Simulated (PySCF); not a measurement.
# Ionisation energy of V²⁺ by level of theory

V²⁺ [Ar] 3d3 (4F) → V³⁺ [Ar] 3d2 (3F), as a difference of total energies. Calculation: PySCF 2.14, in def2-TZVPPD; the non-relativistic Hamiltonian (point nucleus). Correlated levels: valence and next inner shell: [Ne] frozen. The calculations carry no spin-orbit coupling.

```tsv
method	ionisation energy (eV)
UHF	28.340
MP2 (valence and next inner shell)	29.300
SCS-MP2 (valence and next inner shell)	29.037
CCSD (valence and next inner shell)	29.165
CCSD(T) (valence and next inner shell)	29.186
```

**Question.** How much does correlation contribute at CCSD(T) (valence and next inner shell)?

**Answer.** 29.186 − (28.340) = 0.846 eV, measured against UHF.

A first-order spin-orbit estimate (lowest level to lowest level, LS coupling) adds -0.008 eV.

These non-relativistic numbers lack the scalar-relativistic shift.

Errors of the correlated levels include the incompleteness of this basis and the frozen core.

For comparison: 29.311 eV (measured; NIST Atomic Spectra Database, ionization energies).
